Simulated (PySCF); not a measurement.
Bond curve of Sn₂

Set-up: Sn cc-pVTZ-PP with ECP28; scalar-relativistic core potentials (PySCF 2.14). Energies in eV from Sn + Sn in their ground configurations at the same level. State: ³Σg⁻ (triplet), unpaired electrons π ↑↑.

All columns are PBE0.

```
R (Å)  E (eV)  HOMO (eV)  LUMO (eV)  Mayer bond order  ⟨S²⟩
2.371  -1.451      -5.01      -3.65              1.92  2.00
2.481  -1.984      -5.05      -3.49              1.93  2.00
2.592  -2.274      -5.07      -3.35              1.93  2.00
2.674  -2.375      -5.08      -3.26              1.94  2.00
2.757  -2.402      -5.08      -3.17              1.94  2.00
2.840  -2.371      -5.06      -3.10              1.95  2.00
2.950  -2.265      -5.04      -3.01              1.96  2.00
3.088  -2.061      -5.00      -2.92              1.97  2.00
3.253  -1.755      -4.93      -2.88              1.98  2.00
3.474  -1.305      -4.82      -3.06              1.98  2.00
```

Spin–orbit coupling is left out, which matters for elements this heavy, above all for dissociation energies. The state was picked by a PBE0 search and need not be the measured ground state.
